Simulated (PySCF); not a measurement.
# Ga: ionisation energy

Ga [Ar] 3d10 4s2 4p1 (2P) → Ga⁺ [Ar] 3d10 4s2 (1S), as a difference of total energies. Calculation: PySCF 2.14, in aug-cc-pVDZ-PP with ECP10MDF; a scalar-relativistic core potential. Correlated levels: valence: 3s2 3p6 3d10 frozen. The calculations carry no spin-orbit coupling.

| method | ionisation energy (eV) | error (eV) |
| --- | --- | --- |
| UHF | 5.521 | -0.410 |
| MP2 (valence) | 5.673 | -0.258 |
| SCS-MP2 (valence) | 5.651 | -0.280 |
| CCSD (valence) | 5.738 | -0.193 |
| CCSD(T) (valence) | 5.753 | -0.178 |
| CCSDT (valence) | 5.760 | -0.171 |
| FCI (valence) | 5.760 | -0.171 |

Reference: 5.931 eV (measured; NIST levels, between the centres of gravity of the two terms).

Errors of the correlated levels include the incompleteness of this basis and the frozen core.
